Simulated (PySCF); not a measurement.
CH$_{4}$NO (SMILES [NH3+]C=O), charge +1, singlet, at a GFN2-xTB geometry, with bond 7-2 at 2.0 times its length; B3LYP/3-21G run with PySCF.

The PySCF input:
```python
from pyscf import gto, scf, dft

mol = gto.Mole()
mol.atom = '''
    N    -1.07973113    0.24380716    0.15769898
    C     0.40675026    0.24389944   -0.26491881
    O     1.09476993   -0.62780535    0.07307325
    H    -1.30225326    1.08418749    0.71279708
    H    -1.69531096    0.23783329   -0.66989687
    H    -1.26948531   -0.59863573    0.72730400
    H     0.84626256    2.01412256   -1.47342159
'''
mol.basis = '3-21g'
mol.charge = 1
mol.verbose = 4
mol.build()

mf = dft.RKS(mol)
mf.xc = 'b3lyp'
mf.diis = False
mf.damp = 0.3
mf.diis_start_cycle = 200
mf.max_cycle = 150
mf.kernel()
```

It wrote (shortened):

```
PySCF version 2.14.0

[INPUT] verbose = 4
[INPUT] num. atoms = 7
[INPUT] num. electrons = 24
[INPUT] charge = 1
[INPUT] spin (= nelec alpha-beta = 2S) = 0
[INPUT] symmetry False subgroup None
[INPUT] Mole.unit = angstrom
[INPUT] Symbol           X                Y                Z      unit          X                Y                Z       unit  Magmom
[...]
nuclear repulsion = 74.1041995938123
number of shells = 23
number of NR pGTOs = 57
number of NR cGTOs = 35
basis = 3-21g
ecp = {}

******** <class 'pyscf.dft.rks.RKS'> ********
method = RKS
initial guess = minao
damping factor = 0.3
level_shift factor = 0
DIIS disabled
SCF conv_tol = 1e-09
SCF conv_tol_grad = None
SCF max_cycles = 150
direct_scf = True
direct_scf_tol = 1e-13
XC library pyscf.dft.libxc version 7.1.2
    S. Lehtola, C. Steigemann, M. J. T. Oliveira, and M. A. L. Marques,  SoftwareX 7, 1–5 (2018)
XC functionals = b3lyp
    P. J. Stephens, F. J. Devlin, C. F. Chabalowski, and M. J. Frisch,  J. Phys. Chem. 98, 11623 (1994)
radial grids:
    Treutler-Ahlrichs [JCP 102, 346 (1995); DOI:10.1063/1.469408] (M4) radial grids

becke partition: Becke, JCP 88, 2547 (1988); DOI:10.1063/1.454033
pruning grids: <function nwchem_prune>
grids dens level: 3
symmetrized grids: False
atomic radii adjust function: <function treutler_atomic_radii_adjust>
small_rho_cutoff = 0
Set gradient conv threshold to 3.16228e-05
Initial guess from minao.
tot grids = 81336
init E= -169.599310218039
[...]
cycle= 1 E= -168.946841868877  delta_E= 0.652  |g|= 0.84  |ddm|= 2.35
[...]
cycle= 2 E= -168.728019589427  delta_E= 0.219  |g|= 1.42  |ddm|= 1.65
[...]
cycle= 3 E= -168.535380428711  delta_E= 0.193  |g|= 1.66  |ddm|= 2.03
[...]
cycle= 4 E= -167.857486200806  delta_E= 0.678  |g|= 2.49  |ddm|= 3.13
[...]
cycle= 5 E= -167.675642347288  delta_E= 0.182  |g|= 2.46  |ddm|= 3.74
[...]
cycle= 6 E= -166.378713929439  delta_E=  1.3  |g|= 3.54  |ddm|= 4.93
[...]
cycle= 7 E= -166.771878988362  delta_E= -0.393  |g|=  3.1  |ddm|=  5.3
[...]
cycle= 8 E= -165.447004716726  delta_E= 1.32  |g|= 3.99  |ddm|= 5.57
[...]
cycle= 9 E= -166.26479946029  delta_E= -0.818  |g|= 3.43  |ddm|= 5.76
[...]
cycle= 10 E= -165.040141699907  delta_E= 1.22  |g|= 4.16  |ddm|=  5.8
[...]
cycle= 11 E= -166.026019677951  delta_E= -0.986  |g|= 3.57  |ddm|= 5.89
[...]
cycle= 12 E= -164.853712478821  delta_E= 1.17  |g|= 4.23  |ddm|= 5.89
[...]
cycle= 13 E= -165.912834510237  delta_E= -1.06  |g|= 3.63  |ddm|= 5.93
[...]
cycle= 14 E= -164.766679432698  delta_E= 1.15  |g|= 4.27  |ddm|= 5.93
[...]
cycle= 15 E= -165.859718028014  delta_E= -1.09  |g|= 3.66  |ddm|= 5.95
[...]
cycle= 16 E= -164.726279706937  delta_E= 1.13  |g|= 4.28  |ddm|= 5.94
[...]
cycle= 17 E= -165.835070996394  delta_E= -1.11  |g|= 3.67  |ddm|= 5.95
[...]
cycle= 18 E= -164.707636709162  delta_E= 1.13  |g|= 4.29  |ddm|= 5.95
[...]
cycle= 19 E= -165.823704326839  delta_E= -1.12  |g|= 3.68  |ddm|= 5.96
[...]
cycle= 20 E= -164.699060352691  delta_E= 1.12  |g|= 4.29  |ddm|= 5.96
[...]
cycle= 21 E= -165.818477234741  delta_E= -1.12  |g|= 3.68  |ddm|= 5.96
[...]
cycle= 22 E= -164.69512081434  delta_E= 1.12  |g|=  4.3  |ddm|= 5.96
[...]
cycle= 23 E= -165.816076649033  delta_E= -1.12  |g|= 3.68  |ddm|= 5.96
[...]
cycle= 24 E= -164.693312466165  delta_E= 1.12  |g|=  4.3  |ddm|= 5.96
[...]
cycle= 25 E= -165.814974830987  delta_E= -1.12  |g|= 3.68  |ddm|= 5.96
[...]
cycle= 26 E= -164.692482666222  delta_E= 1.12  |g|=  4.3  |ddm|= 5.96
[...]
cycle= 27 E= -165.814469263559  delta_E= -1.12  |g|= 3.69  |ddm|= 5.96
[...]
cycle= 28 E= -164.692101954881  delta_E= 1.12  |g|=  4.3  |ddm|= 5.96
[...]
cycle= 29 E= -165.814237315574  delta_E= -1.12  |g|= 3.69  |ddm|= 5.96
[...]
cycle= 30 E= -164.691927298  delta_E= 1.12  |g|=  4.3  |ddm|= 5.96
[...]
cycle= 31 E= -165.814130907345  delta_E= -1.12  |g|= 3.69  |ddm|= 5.96
[...]
cycle= 32 E= -164.691847174424  delta_E= 1.12  |g|=  4.3  |ddm|= 5.96
[...]
cycle= 33 E= -165.814082093018  delta_E= -1.12  |g|= 3.69  |ddm|= 5.96
[...]
[...]
[...]
cycle= 100 E= -164.691779266725  delta_E= 1.12  |g|=  4.3  |ddm|= 5.96
[...]
cycle= 101 E= -165.81404072121  delta_E= -1.12  |g|= 3.69  |ddm|= 5.96
[...]
cycle= 102 E= -164.691779266725  delta_E= 1.12  |g|=  4.3  |ddm|= 5.96
[...]
cycle= 103 E= -165.81404072121  delta_E= -1.12  |g|= 3.69  |ddm|= 5.96
[...]
cycle= 104 E= -164.691779266724  delta_E= 1.12  |g|=  4.3  |ddm|= 5.96
[...]
cycle= 105 E= -165.81404072121  delta_E= -1.12  |g|= 3.69  |ddm|= 5.96
[...]
cycle= 106 E= -164.691779266725  delta_E= 1.12  |g|=  4.3  |ddm|= 5.96
[...]
cycle= 107 E= -165.81404072121  delta_E= -1.12  |g|= 3.69  |ddm|= 5.96
[...]
cycle= 108 E= -164.691779266725  delta_E= 1.12  |g|=  4.3  |ddm|= 5.96
[...]
cycle= 109 E= -165.81404072121  delta_E= -1.12  |g|= 3.69  |ddm|= 5.96
[...]
cycle= 110 E= -164.691779266724  delta_E= 1.12  |g|=  4.3  |ddm|= 5.96
[...]
cycle= 111 E= -165.81404072121  delta_E= -1.12  |g|= 3.69  |ddm|= 5.96
[...]
cycle= 112 E= -164.691779266725  delta_E= 1.12  |g|=  4.3  |ddm|= 5.96
[...]
cycle= 113 E= -165.81404072121  delta_E= -1.12  |g|= 3.69  |ddm|= 5.96
[...]
cycle= 114 E= -164.691779266725  delta_E= 1.12  |g|=  4.3  |ddm|= 5.96
[...]
cycle= 115 E= -165.81404072121  delta_E= -1.12  |g|= 3.69  |ddm|= 5.96
[...]
cycle= 116 E= -164.691779266725  delta_E= 1.12  |g|=  4.3  |ddm|= 5.96
[...]
cycle= 117 E= -165.81404072121  delta_E= -1.12  |g|= 3.69  |ddm|= 5.96
[...]
cycle= 118 E= -164.691779266724  delta_E= 1.12  |g|=  4.3  |ddm|= 5.96
[...]
cycle= 119 E= -165.81404072121  delta_E= -1.12  |g|= 3.69  |ddm|= 5.96
[...]
cycle= 120 E= -164.691779266724  delta_E= 1.12  |g|=  4.3  |ddm|= 5.96
[...]
cycle= 121 E= -165.81404072121  delta_E= -1.12  |g|= 3.69  |ddm|= 5.96
[...]
cycle= 122 E= -164.691779266725  delta_E= 1.12  |g|=  4.3  |ddm|= 5.96
[...]
cycle= 123 E= -165.81404072121  delta_E= -1.12  |g|= 3.69  |ddm|= 5.96
[...]
cycle= 124 E= -164.691779266725  delta_E= 1.12  |g|=  4.3  |ddm|= 5.96
[...]
cycle= 125 E= -165.81404072121  delta_E= -1.12  |g|= 3.69  |ddm|= 5.96
[...]
cycle= 126 E= -164.691779266724  delta_E= 1.12  |g|=  4.3  |ddm|= 5.96
[...]
cycle= 127 E= -165.81404072121  delta_E= -1.12  |g|= 3.69  |ddm|= 5.96
[...]
cycle= 128 E= -164.691779266725  delta_E= 1.12  |g|=  4.3  |ddm|= 5.96
[...]
cycle= 129 E= -165.81404072121  delta_E= -1.12  |g|= 3.69  |ddm|= 5.96
[...]
cycle= 130 E= -164.691779266725  delta_E= 1.12  |g|=  4.3  |ddm|= 5.96
[...]
cycle= 131 E= -165.81404072121  delta_E= -1.12  |g|= 3.69  |ddm|= 5.96
[...]
cycle= 132 E= -164.691779266725  delta_E= 1.12  |g|=  4.3  |ddm|= 5.96
[...]
cycle= 133 E= -165.81404072121  delta_E= -1.12  |g|= 3.69  |ddm|= 5.96
[...]
cycle= 134 E= -164.691779266725  delta_E= 1.12  |g|=  4.3  |ddm|= 5.96
[...]
cycle= 135 E= -165.814040721211  delta_E= -1.12  |g|= 3.69  |ddm|= 5.96
[...]
cycle= 136 E= -164.691779266725  delta_E= 1.12  |g|=  4.3  |ddm|= 5.96
[...]
cycle= 137 E= -165.81404072121  delta_E= -1.12  |g|= 3.69  |ddm|= 5.96
[...]
cycle= 138 E= -164.691779266725  delta_E= 1.12  |g|=  4.3  |ddm|= 5.96
[...]
cycle= 139 E= -165.814040721211  delta_E= -1.12  |g|= 3.69  |ddm|= 5.96
[...]
cycle= 140 E= -164.691779266725  delta_E= 1.12  |g|=  4.3  |ddm|= 5.96
[...]
cycle= 141 E= -165.81404072121  delta_E= -1.12  |g|= 3.69  |ddm|= 5.96
[...]
cycle= 142 E= -164.691779266725  delta_E= 1.12  |g|=  4.3  |ddm|= 5.96
[...]
cycle= 143 E= -165.81404072121  delta_E= -1.12  |g|= 3.69  |ddm|= 5.96
[...]
cycle= 144 E= -164.691779266725  delta_E= 1.12  |g|=  4.3  |ddm|= 5.96
[...]
cycle= 145 E= -165.81404072121  delta_E= -1.12  |g|= 3.69  |ddm|= 5.96
[...]
cycle= 146 E= -164.691779266725  delta_E= 1.12  |g|=  4.3  |ddm|= 5.96
[...]
cycle= 147 E= -165.81404072121  delta_E= -1.12  |g|= 3.69  |ddm|= 5.96
[...]
cycle= 148 E= -164.691779266725  delta_E= 1.12  |g|=  4.3  |ddm|= 5.96
[...]
cycle= 149 E= -165.81404072121  delta_E= -1.12  |g|= 3.69  |ddm|= 5.96
[...]
cycle= 150 E= -164.691779266725  delta_E= 1.12  |g|=  4.3  |ddm|= 5.96
SCF not converged.
SCF energy = -164.691779266725
```

The run did not converge; its last values are not results.
